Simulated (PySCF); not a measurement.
**Fractional electron number in Xe²⁺ (xenon, charge +2)**

The 5p beta orbital of [Kr] 4d10 5s2 5p4 is emptied in steps (occupation f), with all orbitals relaxed, ending at [Kr] 4d10 5s2 5p3. Computed with PySCF 2.14 in def2-TZVP with the def2 core potential (28 electrons), with a scalar-relativistic core potential. The exact energy is a straight line in f; departures are measured from the line between the end points of the same method.

| f | UHF (eV) | LDA (eV) | PBE (eV) | PBE0 (eV) | r2SCAN (eV) | LC-wPBE (eV) | BHandHLYP (eV) | wB97X (eV) | r2SCAN0 (eV) |
| --- | --- | --- | --- | --- | --- | --- | --- | --- | --- |
| 1 | 0.000 | 0.000 | 0.000 | 0.000 | 0.000 | 0.000 | 0.000 | 0.000 | 0.000 |
| 0.9 | 0.060 | -0.445 | -0.429 | -0.309 | -0.400 | -0.055 | -0.202 | -0.111 | -0.290 |
| 0.7 | 0.137 | -1.038 | -1.000 | -0.719 | -0.923 | -0.125 | -0.474 | -0.268 | -0.668 |
| 0.5 | 0.161 | -1.235 | -1.187 | -0.852 | -1.082 | -0.145 | -0.568 | -0.333 | -0.782 |
| 0.3 | 0.133 | -1.036 | -0.995 | -0.713 | -0.888 | -0.118 | -0.481 | -0.294 | -0.640 |
| 0.1 | 0.056 | -0.443 | -0.425 | -0.304 | -0.366 | -0.047 | -0.209 | -0.133 | -0.263 |
| 0 | 0.000 | 0.000 | 0.000 | 0.000 | 0.000 | 0.000 | 0.000 | 0.000 | 0.000 |

```json
{"method": "UHF", "E(f=0) − E(f=1) (eV)": "29.383", "−ε at f=1 (eV)": "30.050", "−ε at f=0.5 (eV)": "29.372"}
{"method": "LDA", "E(f=0) − E(f=1) (eV)": "30.826", "−ε at f=1 (eV)": "25.889", "−ε at f=0.5 (eV)": "30.830"}
{"method": "PBE", "E(f=0) − E(f=1) (eV)": "30.488", "−ε at f=1 (eV)": "25.719", "−ε at f=0.5 (eV)": "30.503"}
{"method": "PBE0", "E(f=0) − E(f=1) (eV)": "30.513", "−ε at f=1 (eV)": "27.077", "−ε at f=0.5 (eV)": "30.531"}
{"method": "r2SCAN", "E(f=0) − E(f=1) (eV)": "30.530", "−ε at f=1 (eV)": "26.067", "−ε at f=0.5 (eV)": "30.631"}
{"method": "LC-wPBE", "E(f=0) − E(f=1) (eV)": "30.640", "−ε at f=1 (eV)": "30.025", "−ε at f=0.5 (eV)": "30.661"}
{"method": "BHandHLYP", "E(f=0) − E(f=1) (eV)": "30.525", "−ε at f=1 (eV)": "28.281", "−ε at f=0.5 (eV)": "30.506"}
{"method": "wB97X", "E(f=0) − E(f=1) (eV)": "30.721", "−ε at f=1 (eV)": "29.509", "−ε at f=0.5 (eV)": "30.643"}
{"method": "r2SCAN0", "E(f=0) − E(f=1) (eV)": "30.544", "−ε at f=1 (eV)": "27.309", "−ε at f=0.5 (eV)": "30.624"}
```

Orbital energy along the path (eV):

```
  f      UHF      LDA      PBE     PBE0   r2SCAN  LC-wPBE  BHandHLYP    wB97X  r2SCAN0
  1  -30.050  -25.889  -25.719  -27.077  -26.067  -30.025    -28.281  -29.509  -27.309
0.9  -29.908  -26.873  -26.677  -27.772  -26.994  -30.157    -28.722  -29.719  -27.984
0.7  -29.634  -28.849  -28.594  -29.157  -28.831  -30.415    -29.609  -30.160  -29.320
0.5  -29.372  -30.830  -30.503  -30.531  -30.631  -30.661    -30.506  -30.643  -30.624
0.3  -29.120  -32.808  -32.397  -31.887  -32.351  -30.889    -31.419  -31.200  -31.866
0.1  -28.879  -34.772  -34.272  -33.222  -33.881  -31.079    -32.366  -31.872  -32.958
  0  -28.762  -35.746  -35.204  -33.883  -34.469  -31.149    -32.862  -32.228  -33.356
```

Reference removal energy between the ground levels: 31.05 ± 0.04 eV (semi-empirical (NIST evaluation); NIST Atomic Spectra Database, ionization energies). The calculation has no spin-orbit coupling. UHF lacks correlation.
